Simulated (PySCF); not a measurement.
Compound: C8H7FS.
Atom-mapped SMILES: `[F:1][C@H:2]1[CH2:3][S:4][c:5]2[cH:6][cH:7][cH:8][cH:9][c:10]21` (hydrogens: H11 on C2; H12, H13 on C3; H14 on C6; H15 on C7; H16 on C8; H17 on C9)

Level: B3LYP/def2-SVPD in PySCF, non-relativistic, on one gas-phase PBE0-D3(BJ)/def2-SVP geometry that isn't relaxed in the solvent. The solvent is an IEF-PCM continuum (Bondi radii, 1.10 Å for H, scaled by 1.2), and excitations are vertical TDDFT with non-equilibrium linear response and a frozen core. Specific hydrogen bonds and non-electrostatic terms are outside this model.

Gas-phase singlets (H = HOMO, L = LUMO):

```
state  E (eV)  λ (nm)      f  leading configurations
   S1   4.402     282  0.021                 H→L 92%
   S2   4.804     258  0.002               H→L+2 95%
   S3   4.898     253  0.154               H→L+1 92%
   S4   5.696     218  0.031     H→L+3 88%, H→L+4 9%
   S5   5.883     211  0.042  H-1→L+1 48%, H-2→L 23%
```

**Question.** How does the list change in chloroform (ε = 4.711)?

**Answer.** 
| state | E (eV) | λ (nm) | f | leading configurations | change by rank (eV) |
| --- | --- | --- | --- | --- | --- |
| S1 | 4.431 | 280 | 0.032 | H→L 93% | +0.029 |
| S2 | 4.846 | 256 | 0.023 | H→L+2 88%, H→L+1 8% | +0.042 |
| S3 | 4.858 | 255 | 0.207 | H→L+1 87% | -0.040 |
| S4 | 5.710 | 217 | 0.041 | H→L+3 89%, H→L+4 8% | +0.014 |
| S5 | 5.868 | 211 | 0.092 | H-1→L+1 61%, H-2→L 23% | -0.015 |

**Question.** Give the list for acetone (ε = 20.49), n² = 1.85.

**Answer.** 
```csv
state,E (eV),λ (nm),f,leading configurations,change by rank (eV)
S1,4.447,279,0.030,H→L 92%,+0.045
S2,4.872,254,0.077,"H→L+2 65%, H→L+1 31%",+0.068
S3,4.874,254,0.140,"H→L+1 63%, H→L+2 31%",-0.024
S4,5.726,217,0.039,H→L+3 90%,+0.030
S5,5.878,211,0.089,"H-1→L+1 62%, H-2→L 24%",-0.005
```

**Question.** The ground-state energy changes by -0.195 eV from gas to acetone. By how much does the total energy of gas-phase S1 change?

**Answer.** E(S1) = E(S0) + excitation energy, so it changes by -0.195 + 0.045 = -0.150 eV: it is lowered less than the ground state, which is what a blue shift means. This is the vertical state, with the slow part of the continuum still set for S0.

**Question.** How do the frontier levels move from gas to acetone?

**Answer.** 
```
orbital  gas (eV)  solvent (eV)  change (eV)                   Löwdin shares, gas               Löwdin shares, solvent
 LUMO+2     -0.14         -0.03        +0.11    S4 57 %, C3 12 %, C5 8 %, H14 4 %             S4 58 %, C3 13 %, C5 8 %
 LUMO+1     -0.70         -0.64        +0.06  C5 22 %, C8 21 %, C7 11 %, C10 10 %  C5 22 %, C8 20 %, C7 12 %, C10 10 %
   LUMO     -0.91         -0.83        +0.08  C9 18 %, C6 17 %, C7 16 %, C10 15 %  C9 18 %, C6 17 %, C7 16 %, C10 15 %
   HOMO     -6.10         -6.07        +0.03   S4 45 %, C5 12 %, C8 11 %, C10 7 %   S4 44 %, C5 12 %, C8 11 %, C10 7 %
 HOMO-1     -7.33         -7.26        +0.07  C6 21 %, C9 20 %, C7 18 %, C10 17 %  C6 21 %, C9 20 %, C7 18 %, C10 17 %
 HOMO-2     -8.24         -8.20        +0.04   S4 23 %, C8 18 %, C5 17 %, C7 10 %   S4 24 %, C8 18 %, C5 17 %, C7 10 %
 HOMO-3     -9.20         -9.14        +0.06    S4 39 %, C5 12 %, C3 10 %, F1 9 %    S4 35 %, C5 12 %, C3 9 %, C10 9 %
```

The HOMO–LUMO gap goes from 5.18 to 5.24 eV.

The run took about 2.1 min of CPU time (one thread, shared machine). This is the whole response run at B3LYP/def2-SVPD in acetone, SCF included.
